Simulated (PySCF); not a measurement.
**Gas-phase XPS of benzyl cyanide, computed**

Benzyl cyanide, C8H7N.
Bonds: N1–C2 (triple), C2–C3, C3–C4, C4–C5 (aromatic), C5–C6 (aromatic), C6–C7 (aromatic), C7–C8 (aromatic), C8–C9 (aromatic), C4–C9 (aromatic). Hydrogens: H10, H11 on C3; H12 on C5; H13 on C6; H14 on C7; H15 on C8; H16 on C9.

Theory: delta-SCF UKS SCAN, pcX-2 on the ionised atom, pcseg-1 elsewhere, spin-free X2C in PySCF 2.14.0. Vertical ΔSCF values, vacuum level as zero.

Task: List the computed XPS lines with their assignment.

Result: 
```csv
atom(s),environment,level,binding energy (eV),above the level's lowest (eV),count
C7,aromatic CH carbon,C 1s,290.52,0.00,1
C5/C9,aromatic CH carbon,C 1s,290.57,+0.05,2
C6/C8,aromatic CH carbon,C 1s,290.58,+0.06,2
C4,substituted aromatic carbon,C 1s,290.91,+0.39,1
C2,nitrile carbon,C 1s,292.15,+1.63,1
C3,sp3 carbon next to a nitrile,C 1s,292.37,+1.85,1
N1,nitrile nitrogen,N 1s,404.87,0.00,1
```

The listed C 1s values span 1.85 eV, from C7 (bonded to 2 C (aromatic in the SMILES) and H) to C3 (bonded to 2 C and 2 H). Summing the Pauling electronegativity differences to the bonded atoms, each weighted by its formal bond order, gives -0.35 for the lowest site and -0.70 for the highest; the largest sum, +1.47, belongs to C2, 0.22 eV below the top. The smallest sum, -0.70, belongs to C3, 1.85 eV above the lowest. The values 290.52, 290.57 and 290.58 eV lie too close for their order to be trusted.

Task: Which effective nuclear charge Zeff reproduces each element's mean 1s value in the hydrogen-like formula E = 13.606 eV × Zeff²?

Result: C (Z = 6): mean 291.0 eV, Zeff = 4.62, Z − Zeff = 1.38; N (Z = 7): mean 404.9 eV, Zeff = 5.46, Z − Zeff = 1.54. Means run over the listed sites, weighted by atom count.

Task: Which photon energy gives electrons from C 1s of C6/C8 a kinetic energy of 20 eV, and what is their de Broglie wavelength?

Result: hν = 290.58 + 20 = 310.58 eV, recoil neglected; λ = 12.264 Å/√(E/eV) = 2.74 Å.

Atoms equivalent by their bonding share one computed value, that of the first of them. One conformer (not necessarily the lowest) at the PBE0-D3(BJ)/def2-SVP geometry, without solvent, vibrations or thermal averaging.

The values belong to the conformer `[N:1]#[C:2][CH2:3][c:4]1[cH:5][cH:6][cH:7][cH:8][cH:9]1`: C2–C3–C4–C5 -90°.
